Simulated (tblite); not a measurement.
Record of a relaxation.

C4H5BF2O2.
SMILES with atom numbers: `[CH3:1]/[C:2](=[CH:3]/[C:4](=[O:5])[OH:6])[B:7]([F:8])[F:9]` (hydrogens: H10, H11, H12 on C1; H13 on C3; H14 on O6)

Computed with GFN2-xTB (tblite), gas phase: L-BFGS steps from a force-field or distance-geometry start until the largest atomic force falls under 0.01 eV/Å. 6 of its 83 geometries are shown.

Step 0: E = -816.0981 eV, largest atomic force 4.176 eV/Å
```
atom  x, y, z in Å  |  force x, y, z in eV/Å
C1     -1.978   -0.450   -0.214   -0.906  -0.325   0.943
C2     -0.551   -0.106   -0.056    0.431   0.425   0.452
C3      0.380   -0.565   -0.893   -0.151   0.275   0.148
C4      1.777   -0.212   -0.721    3.886  -0.667  -1.377
O5      2.692   -0.616   -1.474   -2.298   1.052   1.799
O6      2.100    0.579    0.362   -0.185  -0.040   0.179
B7     -0.161    0.803    1.175   -0.199   1.652   2.121
F8     -0.406    0.255    2.498    0.824   1.651  -2.987
F9      0.045    2.218    1.067   -0.510  -3.344   0.619
H10    -2.492    0.454   -0.603    0.013  -0.740   0.288
H11    -2.149   -1.337   -0.842    0.136   0.576  -0.036
H12    -2.360   -0.714    0.813    0.012   0.483  -0.994
H13     0.050   -1.185   -1.715    0.593  -0.039  -0.074
H14     3.053    0.876    0.581   -1.647  -0.960  -1.079
```

Step 16: E = -817.0930 eV, largest atomic force 0.251 eV/Å
```
atom  x, y, z in Å  |  force x, y, z in eV/Å
C1     -1.998   -0.441   -0.200    0.037  -0.064  -0.051
C2     -0.556   -0.086   -0.052    0.019   0.099   0.230
C3      0.380   -0.573   -0.872   -0.112   0.081   0.103
C4      1.780   -0.221   -0.672    0.067  -0.045  -0.182
O5      2.676   -0.501   -1.424    0.189   0.029   0.000
O6      2.003    0.482    0.466   -0.088  -0.069  -0.115
B7     -0.124    0.844    1.166   -0.114  -0.013   0.027
F8     -0.132    0.384    2.403    0.137  -0.078  -0.025
F9     -0.044    2.157    1.099    0.049   0.049  -0.131
H10    -2.561    0.411   -0.578    0.001   0.046   0.041
H11    -2.110   -1.274   -0.881   -0.061  -0.097  -0.221
H12    -2.417   -0.727    0.759   -0.046   0.080   0.165
H13     0.166   -1.206   -1.716   -0.010  -0.076  -0.035
H14     2.937    0.749    0.479   -0.068   0.059   0.193
```

Step 33: E = -817.1732 eV, largest atomic force 0.146 eV/Å
```
atom  x, y, z in Å  |  force x, y, z in eV/Å
C1     -1.999   -0.447   -0.189    0.000   0.021  -0.019
C2     -0.551   -0.160   -0.041    0.028   0.067  -0.040
C3      0.358   -0.629   -0.910    0.005  -0.014   0.000
C4      1.732   -0.223   -0.697    0.003   0.041   0.041
O5      2.708   -0.412   -1.360    0.130  -0.061  -0.026
O6      1.802    0.499    0.479   -0.023  -0.070   0.092
B7      0.073    0.803    1.088   -0.025  -0.069  -0.064
F8      0.165    0.411    2.359   -0.005  -0.032   0.010
F9     -0.015    2.129    0.942   -0.011   0.037   0.003
H10    -2.502    0.469   -0.490   -0.065   0.070   0.030
H11    -2.174   -1.207   -0.943   -0.011  -0.052  -0.047
H12    -2.430   -0.761    0.755   -0.017  -0.005   0.131
H13     0.144   -1.266   -1.749   -0.035  -0.048  -0.091
H14     2.689    0.795    0.733    0.026   0.116  -0.019
```

Step 49: E = -817.2004 eV, largest atomic force 0.060 eV/Å
```
atom  x, y, z in Å  |  force x, y, z in eV/Å
C1     -1.996   -0.429   -0.178    0.004   0.016  -0.005
C2     -0.543   -0.157   -0.094    0.020  -0.001   0.040
C3      0.372   -0.651   -0.947    0.001   0.021   0.005
C4      1.740   -0.259   -0.684    0.023  -0.013   0.010
O5      2.744   -0.430   -1.308    0.028   0.046  -0.027
O6      1.775    0.419    0.541    0.012   0.004   0.026
B7      0.115    0.774    1.048    0.017  -0.015  -0.020
F8      0.110    0.370    2.327   -0.036  -0.010  -0.007
F9      0.043    2.113    0.922    0.020   0.004  -0.026
H10    -2.515    0.497   -0.421   -0.027   0.032   0.019
H11    -2.231   -1.179   -0.929    0.017  -0.020  -0.015
H12    -2.355   -0.750    0.798   -0.036  -0.017   0.000
H13     0.174   -1.274   -1.803   -0.031  -0.029   0.017
H14     2.568    0.953    0.707   -0.013  -0.015  -0.017
```

Step 66: E = -817.2077 eV, largest atomic force 0.034 eV/Å
```
atom  x, y, z in Å  |  force x, y, z in eV/Å
C1     -1.996   -0.429   -0.181    0.004  -0.002   0.012
C2     -0.540   -0.170   -0.081    0.002   0.030  -0.013
C3      0.374   -0.675   -0.929   -0.002   0.001   0.002
C4      1.736   -0.255   -0.683    0.005  -0.008   0.001
O5      2.726   -0.339   -1.346   -0.005  -0.006  -0.007
O6      1.784    0.361    0.579    0.031   0.013   0.004
B7      0.129    0.771    1.045    0.000  -0.002   0.000
F8      0.073    0.407    2.335   -0.007   0.002  -0.003
F9      0.110    2.108    0.876   -0.007  -0.007  -0.016
H10    -2.510    0.510   -0.388   -0.001  -0.010   0.015
H11    -2.229   -1.150   -0.960    0.009   0.006  -0.001
H12    -2.362   -0.787    0.779   -0.018  -0.003   0.008
H13     0.165   -1.310   -1.774    0.011   0.002  -0.012
H14     2.541    0.956    0.708   -0.022  -0.015   0.011
```

Step 82: E = -817.2088 eV, largest atomic force 0.009 eV/Å
```
atom  x, y, z in Å  |  force x, y, z in eV/Å
C1     -1.996   -0.435   -0.175    0.002   0.003   0.001
C2     -0.542   -0.165   -0.087    0.002   0.000   0.002
C3      0.373   -0.665   -0.937    0.000  -0.004   0.002
C4      1.737   -0.254   -0.682    0.001  -0.001   0.003
O5      2.728   -0.337   -1.343    0.003  -0.003  -0.001
O6      1.783    0.344    0.590   -0.002  -0.004  -0.006
B7      0.127    0.780    1.034   -0.004   0.002  -0.001
F8      0.052    0.442    2.329    0.000   0.000   0.003
F9      0.127    2.114    0.837   -0.004   0.005   0.002
H10    -2.525    0.503   -0.342    0.001   0.004  -0.001
H11    -2.234   -1.136   -0.971    0.008   0.004  -0.001
H12    -2.345   -0.826    0.780    0.003  -0.007   0.001
H13     0.170   -1.296   -1.787   -0.006   0.000  -0.002
H14     2.545    0.930    0.733   -0.005   0.001  -0.001
```

**Question.** Summarise the path.

**Answer.** The energy falls by 1.1107 eV from step 0 to step 82; nine tenths of that is first reached at step 17. It falls at every step. The largest force goes from 4.176 to 0.009 eV/Å. Among the bonds B7–F8 changes most, from 1.452 to 1.341 Å; the atoms move by 0.298 Å rms after alignment.

**Question.** Follow the three bonds and two angles with the largest change from start to end.

**Answer.** 
```
step  E above end (eV)  largest force (eV/Å)  B7–F8 (Å)  B7–F9 (Å)  C4=O5 (Å)  C3–C4–O6 (°)  C3–C2–B7 (°)
   0            1.1107                 4.176      1.452      1.434      1.252         117.2         121.0
   4            0.2140                 0.559      1.318      1.320      1.203         112.0         122.6
   7            0.1634                 0.433      1.317      1.311      1.203         111.4         122.2
  11            0.1428                 0.156      1.320      1.317      1.204         111.9         122.5
  14            0.1301                 0.169      1.319      1.317      1.203         113.2         121.5
  18            0.0969                 0.232      1.319      1.319      1.203         112.3         117.8
  21            0.0827                 0.169      1.319      1.321      1.202         111.5         118.1
  25            0.0669                 0.211      1.320      1.321      1.200         110.8         117.7
  29            0.0510                 0.172      1.328      1.330      1.200         109.3         115.4
  32            0.0392                 0.132      1.334      1.335      1.196         108.6         113.6
  36            0.0288                 0.142      1.336      1.339      1.198         109.0         114.1
  39            0.0187                 0.149      1.337      1.341      1.196         108.8         113.1
  43            0.0117                 0.084      1.341      1.345      1.194         108.2         112.6
  46            0.0100                 0.064      1.342      1.346      1.195         108.1         112.7
  50            0.0079                 0.053      1.342      1.347      1.194         108.3         112.5
  53            0.0051                 0.117      1.342      1.348      1.195         108.3         112.2
  57            0.0021                 0.032      1.342      1.348      1.194         108.1         112.2
  61            0.0017                 0.027      1.342      1.348      1.194         108.1         112.1
  64            0.0013                 0.027      1.341      1.348      1.194         108.1         112.1
  68            0.0009                 0.027      1.341      1.349      1.194         108.1         112.2
  71            0.0007                 0.021      1.341      1.349      1.194         108.2         112.1
  75            0.0006                 0.015      1.341      1.349      1.194         108.2         112.1
  78            0.0003                 0.051      1.342      1.349      1.194         108.2         112.1
  82            0.0000                 0.009      1.341      1.349      1.194         108.1         112.0
```

What follows is the cost of the whole relaxation. Hardware: an Intel Xeon at 2.50 GHz with one thread, on a shared host. Cost: 1.8 s wall, 1.4 s CPU.
